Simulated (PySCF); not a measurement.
## Molecular orbitals of AsPb⁺

MN15 at R = 2.707 Å; PySCF, scalar-relativistic core potentials, basis sets As def2-SVP, Pb def2-SVP with ECP60. State: ³Σ⁻ (triplet), unpaired electrons π ↑↑. Only the outer orbitals are listed, counted within each symmetry, core potentials removing the inner ones.

```tsv
spin	orbital	occ.	ε (eV)	on As (%)	main shells (%)
α	10σ	1	-22.91	63	60 As s, 34 Pb s
α	11σ	1	-19.96	38	61 Pb s, 36 As s
α	6π	1	-12.75	83	83 As p, 16 Pb p
α	6π	1	-12.75	83	83 As p, 16 Pb p
α	12σ	1	-12.66	61	58 As p, 34 Pb p
α	7π	0	-7.89	16	84 Pb p, 16 As p
α	7π	0	-7.89	16	84 Pb p, 16 As p
α	13σ	0	-5.03	31	67 Pb p, 32 As p
β	10σ	1	-21.71	35	64 Pb s, 32 As s
β	11σ	1	-19.01	64	63 As s, 33 Pb s
β	12σ	1	-12.03	55	51 As p, 43 Pb p
β	6π	0	-8.60	33	67 Pb p, 32 As p
β	6π	0	-8.60	33	67 Pb p, 32 As p
β	7π	0	-6.55	66	66 As p, 33 Pb p
```

Which are the highest filled and the lowest empty level, where do they sit, and how wide is the gap?

Highest filled β 12σ at -12.03 eV (in %: 51 As p, 43 Pb p); lowest empty β 6π at -8.60 eV (in %: 67 Pb p, 32 As p); the gap at MN15 is 3.43 eV.

The bond order (Mayer) is 1.52 and the ⟨S²⟩ is 2.008. The charge on As (Mulliken, basis-dependent) is 0.18, the charge on As (Löwdin, basis-dependent) is 0.25 and the dipole moment (positive dipole points towards Pb; it is taken about the centre of mass and depends on that origin) is 0.99 D.

Spin–orbit coupling is left out, which matters for elements this heavy, above all for dissociation energies. The state was picked by a PBE0 search and need not be the measured ground state.
